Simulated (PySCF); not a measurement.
**Assignment exercise: C2H10OSi4**

Numbering as in the mapped SMILES `[CH:1]#[C:2][SiH2:3][SiH2:4][O:5][SiH2:6][SiH3:7]`; H(Xn) means a hydrogen on atom n.

PySCF calculation with PBE0/pcSseg-1 with gauge-including orbitals and coordinates at the GFN2-xTB level; averaged over atoms made equivalent by symmetry, fast rotation or ring inversion, single conformer, non-relativistic, in vacuum.

Referencing at the same level of theory: TMS for ¹³C (σref 186.93) and ¹H (σref 31.72).

Question: Assign these signals to the numbered atoms. ¹³C{¹H} NMR (computed): δ 109.3, 85.6.

Answer: 
| δ (ppm) | atoms | environment | reason |
| --- | --- | --- | --- |
| 109.3 | C1 | terminal alkyne carbon | – |
| 85.6 | C2 | alkyne carbon | sp carbons lie upfield of alkene carbons because the cylindrical π system leaves one tensor component strongly shielded |

Question: Assign these signals to the numbered atoms. ¹H NMR (500 MHz, computed): δ 5.72 (q, 2H), 5.56 (t, 2H), 4.26 (m, 2H), 3.53 (t, 3H), 2.03 (t, 1H).

Answer: 
```tsv
δ (ppm)	atoms	environment	reason
5.72	H(Si6)	hydrogen on a silicon bonded to O, Si	–
5.56	H(Si4)	hydrogen on a silicon bonded to O, Si	–
4.26	H(Si3)	hydrogen on a silicon bonded to C, Si	–
3.53	H(Si7)	hydrogen on a silicon bonded to Si	–
2.03	H(C1)	hydrogen on a terminal alkyne carbon	it lies on the axis of the triple bond, in its shielding cone
```

Shifts are as computed. Against solution values, carbons near 30 ppm lie about +3 ppm off and those near 130 ppm about +5 ppm. Of 1309 compounds with measured shifts, 239 miss one by over three times the rms of a fit or turn the order of signals round; such compounds aren't used in these exercises. No couplings were computed; multiplicities are counted from neighbouring protons, with m where these are inequivalent, close in shift, in a saturated or five-membered ring or joined by F or P, and br s for small geminal =CH2 splittings.
